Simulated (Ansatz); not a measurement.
C2H6SiTe (`C=C([SiH3])[TeH]`), one more setting.

```yaml
crystal:
  periodic: [false, false, false]
  atoms:
    - {symbol: C, position_ang: [-0.519818, 1.377937, 0.629789]}
    - {symbol: C, position_ang: [-0.110494, 0.564749, -0.189141]}
    - {symbol: Si, position_ang: [0.079675, -1.294407, 0.313424]}
    - {symbol: Te, position_ang: [1.174045, 0.992695, -1.651264]}
    - {symbol: H, position_ang: [-0.736803, 2.624418, 0.218175]}
    - {symbol: H, position_ang: [-1.156685, 1.234969, 1.347531]}
    - {symbol: H, position_ang: [1.340933, -1.692843, 0.822749]}
    - {symbol: H, position_ang: [-0.380560, -2.082764, -0.645881]}
    - {symbol: H, position_ang: [-0.944040, -1.494590, 1.404055]}
    - {symbol: H, position_ang: [1.289443, -0.430625, -2.503382]}
basis:
  gaussian: {orbitals: def2-TZVP}
hamiltonian: {xc: {name: PBEsol}}
```

```sh
$ ansatz run in.yaml --threads 4 --pin off --events-out ev --progress --plain --max-ram 10444MiB
```

Shortened log:

```
Functional definition: PBEsol
1262 factors; their error is unknown
mean field evaluation 1: about -17270.9507 eV, gradient 1.1e2 eV
mean field evaluation 2: about -16952.2294 eV, gradient 2.7e2 eV
mean field evaluation 4: about -17299.8599 eV, gradient 2.7e1 eV
mean field evaluation 8: about -17301.5653 eV, gradient 5.1e-1 eV
mean field evaluation 16: about -17301.4258 eV, gradient 2.5e-4 eV
mean field -17301.42577461 eV, -635.8156698894 hartree, gradient 2.4e-5 eV, S^2 0.000000; 0 other end points of the search recorded, 0 dependent functions left out
reference -17301.42582029 eV, -635.8156715681 hartree; 28, 28 occupied and 157, 157 virtual orbitals, 1262 factors
Total energy: -17301.42582029 eV, -635.8156715681 hartree
```

Hardware: 4 threads of an Arm Neoverse V2 on a shared host. Wall time 1.2 s, peak host memory 0.46 GiB.
